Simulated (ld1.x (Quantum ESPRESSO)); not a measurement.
## Before and after: RRKJ potential for arsenic

| Item | Value |
| --- | --- |
| Element | arsenic |
| Generator | ld1.x (Quantum ESPRESSO) 7.5 |
| Type | norm-conserving RRKJ (Kleinman–Bylander form) |
| Functional | LDA (PZ) |
| Relativity | scalar-relativistic |
| Frozen core | [Ar] 3d10 |
| Valence charge | 5 |
| Reference configuration | 4s1.5 4p3.5 |
| Partial waves | 4p (bound): rc 2.15 bohr; 4d channel at -0.05 Ry: rc 1.95 bohr; 4s (bound): rc 1.35 bohr |
| Local potential | the s channel |
| Core correction | a·sin(br)/r model core inside 1.00 bohr |

Change: core correction a·sin(br)/r model core inside 1.52 bohr.

Cutoffs: the cutoffs (Ry, on a coarse ladder) from which the occupation-weighted sum of valence levels, in a spherical-Bessel basis at the reference potential, stays within 10 and 1 mRy of its value at 400 Ry; they do not see the model core or the augmentation charge, which bear on the density cutoff. Errors are all-electron minus pseudo energies relative to the spin-unpolarised reference configuration.

Question: Predict the effect on cutoff, ghosts and configuration errors.

Answer: The potential gets neither clearly harder nor softer (35 Ry and 80 Ry → 35 Ry and 80 Ry); both files keep a bound ghost (d); of the 9 tests that both files solve, the error grows in 2 and shrinks in 5 by more than 15 % and 0.3 meV (median size 6.9 → 11.0 meV). A wider model core is smoother and lowers the density cutoff, which this test does not measure.

| quantity | base | changed |
| --- | --- | --- |
| cutoff, loose | 35 Ry | 35 Ry |
| cutoff, tight | 80 Ry | 80 Ry |
| bound ghosts | d | d |
| error for 4s2 4p3, meV [ΔE -4.71 eV] | -2.7 | -1.8 |
| error for 4s2 4p2, meV [ΔE 4.62 eV] | -3.2 | -2.8 |
| error for 4s2 4p1, meV [ΔE 22.78 eV] | -12 | -11 |
| error for 4s1 4p0, meV [ΔE 101.93 eV] | -225 | -154 |
| error for 4s0 4p5, meV [ΔE 14.50 eV] | -32 | -22 |
| error for 4s2 4p2.5, meV [ΔE -1.07 eV] | -2.5 | -1.8 |
| error for 4s2 4p3.3, meV [ΔE -5.99 eV] | -3.0 | -2.1 |
| error for 4s1.5 4p3.5 (spin-polarised), meV [ΔE -1.38 eV] | +8.4 | +52 |
| error for 4s2 4p3 (spin-polarised), meV [ΔE -6.03 eV] | +6.9 | +33 |
| s: phases at 2.36 bohr within 0.05 rad from the reference energy up to (Ry; the scan ends near 5) | 2.5 | 2.5 |
| p: phases at 2.36 bohr within 0.05 rad from the reference energy up to (Ry; the scan ends near 5) | 4.1 | 4.1 |
| d: phases at 2.36 bohr within 0.05 rad from the reference energy up to (Ry; the scan ends near 5) | to the end of the scan | to the end of the scan |

 A true bound ghost makes a file unfit for plane-wave use even where its test errors are small: the radial tests pick states by their node count and pass the ghost by.
